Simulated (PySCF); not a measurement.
C$_{2}$H$_{7}$OSi (SMILES C[Si](C)O), doublet, at a GFN2-xTB geometry. Base run: CCSD/3-21G run with PySCF.

PySCF was given this input:
```python
from pyscf import gto, scf, cc

mol = gto.Mole()
mol.atom = '''
    C     1.559542   -0.854831   -0.060579
    Si   -0.004100    0.110428    0.419904
    C    -1.615482   -0.777351   -0.087813
    O     0.147495    1.521066   -0.416852
    H     2.455580   -0.308055    0.212588
    H     1.592451   -1.822975    0.428377
    H     1.584879   -1.016602   -1.136717
    H    -1.650777   -0.907455   -1.169306
    H    -2.498882   -0.217552    0.206633
    H    -1.684289   -1.759852    0.366113
    H    -0.585888    2.111072   -0.561175
'''
mol.basis = '3-21g'
mol.charge = 0
mol.spin = 1
mol.verbose = 4
mol.build()

mf = scf.UHF(mol)
mf.kernel()

mycc = cc.CCSD(mf)
mycc.kernel()
print('E(CCSD) = %.10f' % mycc.e_tot)
```

Each row names what was changed in the base input (with any setting that the change needs).

```
change                                ΔE vs base (mEh)  MP2 correlation (Eh)  CC correlation without the perturbative part (Eh)  basis functions  core-seconds (rough)
------------------------------------  ----------------  --------------------  -------------------------------------------------  ---------------  --------------------
base                                             0.000              -0.35164                                           -0.38884               54                    20
cc.iterative_damping = 0.8                       0.000              -0.35164                                           -0.38884               54                    20
method = mp2                                         …              -0.35164                                                  -               54                     1
cc.conv_tol = 1e-9                               0.000              -0.35164                                           -0.38884               54                    30
density fitting = JK and correlation             0.250              -0.35149                                           -0.38882               54                    20
cart = on                                        0.000              -0.35164                                           -0.38884               54                    20
method = cisd                                        …                     -                                                  -               54                     8
cc.level_shift = 0.2                             0.000              -0.35164                                           -0.38884               54                    20
frozen = 7                                           …                     …                                                  …               54                    10
cc.direct = True                                 0.000              -0.35164                                           -0.38884               54                    40
```

What belongs in the gaps?


- method = mp2, ΔE vs base (mEh): 37.202
- method = cisd, ΔE vs base (mEh): 44.166
- frozen = 7, ΔE vs base (mEh): 10.133
- frozen = 7, MP2 correlation (Eh): -0.34083
- frozen = 7, CC correlation without the perturbative part (Eh): -0.37871

Open shells are given as the SCF converged; they aren't shown to be the lowest states, and a large step between rows can be another state.
